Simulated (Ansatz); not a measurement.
Cost and result for the atomization energy of CH₉NO₂Si₂, SMILES `CO[Si](N)(O)[SiH3]` (15 atoms, 14 bonds).

```xyz
15

C     1.390    0.171   -1.657
O     1.435   -0.007   -0.260
Si    0.140    0.191    0.733
N    -0.537    1.745    0.556
O     0.766   -0.027    2.237
Si   -1.548   -1.371    0.259
H     0.886    1.106   -1.926
H     2.415    0.204   -2.031
H     0.869   -0.658   -2.148
H    -0.014    2.571    0.805
H    -1.526    1.886    0.678
H     1.518   -0.620    2.295
H    -1.814   -1.466   -1.205
H    -2.829   -1.000    0.925
H    -1.150   -2.723    0.739
```

Total charge 0; spin multiplicity 1. The geometry is a stationary point of PBE0-D4/def2-TZVP. It is one conformer, not always the lowest. Program: Ansatz. All runs use 2 threads of an AMD EPYC 7R13 on a shared host and a share of an NVIDIA H100 80 GB. Times are those of one run each, without the atoms' runs, and a repeat can differ threefold. Electronic energies, without spin–orbit coupling; frozen cores. CCSD(T)/CBS adds CCSD(T) − MP2 in def2-TZVPP to the MP2 limit, and its time is that of the two runs behind it. T1 = 0.012. B3LYP takes the VWN-RPA correlation (the form of Gaussian; ORCA's B3LYP/G).

CCSD(T)/CBS is a level of theory with its own doubt, some kJ/mol a heavy atom from the limit and from the frozen cores, so smaller differences don't rank the functionals.

```tsv
level	functions	wall time	atomization (kcal/mol)	difference from CCSD(T)/CBS	per bond
PBE0-D4/def2-TZVPP	334	2.1 s	1286.8	-13.9	-1.0
B3LYP-D4/def2-TZVPP (with forces)	334	2.3 s	1296.5	-4.2	-0.3
B2PLYP/def2-TZVPP	334	2.4 s	1280.8	-19.9	-1.4
PBE-D4/def2-TZVPP (with forces)	334	2.5 s	1308.8	8.1	0.6
ωB97X-V/def2-TZVPP	334	2.7 s	1303.2	2.5	0.2
r2SCAN-D4/def2-TZVPP (with forces)	334	3.3 s	1295.2	-5.5	-0.4
ωB97M-V/def2-TZVPP (with forces)	334	3.5 s	1300.5	-0.2	0.0
MP2/def2-QZVPP	638	4 s	1300.9	0.2	0.0
CCSD(T)/def2-TZVPP	334	7.5 s	1261.9	-38.8	-2.8
CCSD(T)/CBS(def2)	–	12 s	1300.7	0.0	0.0
```

In def2-TZVPP, CCSD(T) changes the Hartree–Fock value by +332.5 kcal/mol (the triples alone add +17.4 kcal/mol) and MP2 by +348.3 kcal/mol; breaking electron pairs costs correlation energy, which Hartree–Fock lacks. From PBE to PBE0 (25 % exact exchange), in def2-TZVPP and without D4, the atomization energy moves by −20.8 kcal/mol: exact exchange takes away binding that semilocal exchange gives to molecules. The D4 term adds +13.4 kcal/mol with B3LYP and +7.2 kcal/mol with PBE0; it sums over pairs of atoms, weighted by their polarisabilities, and B3LYP, whose exchange is more repulsive, gets the larger term.
